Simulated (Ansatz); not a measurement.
Ansatz (a quantum-chemistry and plane-wave program) input:

Ansatz 0.2 input:
```yaml
crystal:
  periodic: [false, false, false]
  atoms:
    - {symbol: C, position_ang: [2.53456647, -0.31571346, -0.08982589]}
    - {symbol: C, position_ang: [1.30305196, -0.82049270, 0.01392321]}
    - {symbol: B, position_ang: [0.01797653, 0.05605170, 0.07294885]}
    - {symbol: O, position_ang: [0.17725651, 1.41354302, 0.02370831]}
    - {symbol: C, position_ang: [-1.40098495, -0.59736607, 0.17207950]}
    - {symbol: C, position_ang: [-2.54277137, 0.01244739, -0.15075024]}
    - {symbol: H, position_ang: [3.42024771, -0.94039878, -0.13433272]}
    - {symbol: H, position_ang: [2.69573689, 0.75569742, -0.13380511]}
    - {symbol: H, position_ang: [1.20143201, -1.90292299, 0.05391505]}
    - {symbol: H, position_ang: [-0.64619276, 1.90410152, 0.10984984]}
    - {symbol: H, position_ang: [-1.46670036, -1.63796407, 0.48326254]}
    - {symbol: H, position_ang: [-3.50737121, -0.48011161, -0.10007683]}
    - {symbol: H, position_ang: [-2.56825963, 1.03974498, -0.50578296]}
basis:
  gaussian:
    orbitals: def2-TZVPD
hamiltonian:
  xc: {name: B2GP-PLYP}
magnetization: {spin_polarized: false}
correlation: {electrons: outside_noble_gas}
```

Q: Which total energy does the run end on?

A: -256.55147 Eh (B2GP-PLYP/def2-TZVPD). The basis has 288 functions.
